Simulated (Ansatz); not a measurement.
Computed with Ansatz on PBE0-D4/def2-TZVP structures; ΔE is electronic, products minus reactants. CCSD(T)/CBS adds triple-zeta CCSD(T) − MP2 to the extrapolated MP2 energy (def2 sets, frozen cores). Functionals use def2-TZVPP. Each species was taken in one conformer, which may not be the lowest.

Reaction (formal exchange of groups at a B–C bond): `CC(C)BO` + `O[SiH2]F` → `OB[SiH](O)F` + propane

`CC(C)BO`:

```xyz
14

C    -0.683    1.253   -0.474
C    -0.211   -0.016    0.238
C    -0.601   -1.256   -0.570
B     1.350    0.028    0.435
O     1.962    0.004    1.642
H    -0.461    2.156    0.102
H    -1.763    1.226   -0.646
H    -0.197    1.356   -1.449
H    -0.714   -0.070    1.215
H    -1.681   -1.287   -0.742
H    -0.318   -2.183   -0.063
H    -0.111   -1.253   -1.548
H     2.087    0.087   -0.514
H     1.341   -0.044    2.375
```

`O[SiH2]F`:

Cartesian coordinates in Å:
```
O 0.453 1.111 -0.423
Si -0.064 -0.260 0.289
F 0.607 -1.542 -0.386
H 0.149 1.321 -1.307
H 0.381 -0.193 1.692
H -1.527 -0.438 0.135
```

`OB[SiH](O)F`:

```xyz
9

O    -0.265   -1.628   -1.356
B    -0.206   -1.135   -0.101
Si   -0.147    0.876    0.129
O     1.217    1.208    0.979
F    -1.437    1.339    0.969
H    -0.288   -2.589   -1.395
H    -0.190   -1.890    0.837
H    -0.187    1.698   -1.112
H     1.503    2.120    1.050
```

`CCC`:

Cartesian coordinates in Å:
```
C 0.204 -0.113 -1.264
C 0.314 -0.487 0.205
C -0.437 0.473 1.112
H 0.609 0.887 -1.446
H -0.839 -0.108 -1.591
H 0.749 -0.814 -1.900
H -0.067 -1.503 0.353
H 1.369 -0.515 0.497
H -0.347 0.190 2.163
H -1.502 0.497 0.863
H -0.054 1.493 1.008
```

| level | ΔE (eV) |
| --- | --- |
| B97M-V | 0.24 |
| r2SCAN | 0.25 |
| MP2/def2-SVP | 0.33 |
| CCSD/CBS(def2) | 0.27 |

(1) What does CCSD(T)/CBS give? (An estimate is asked.)

Largest T1 diagnostic among the species: 0.013.

Results:

(1) The calculation gave: +0.27 eV. The listed levels differ from it by -0.03, -0.02, 0.06, 0.00 eV.

From BLYP to BHLYP (50 % exact exchange), in def2-TZVPP and without D4, ΔE moves by +0.08 eV. In def2-TZVPP, CCSD(T) changes the Hartree–Fock value by +0.04 eV (the triples alone add +0.01 eV) and MP2 by +0.11 eV. Leaving LDA and LC-ωPBE aside and taking each functional with its dispersion term where it has one, the values, not all of them listed here, spread over 0.11 eV, from PBE-D4 to ωB97M-V. LDA lies +0.10 eV from PBE without D4.
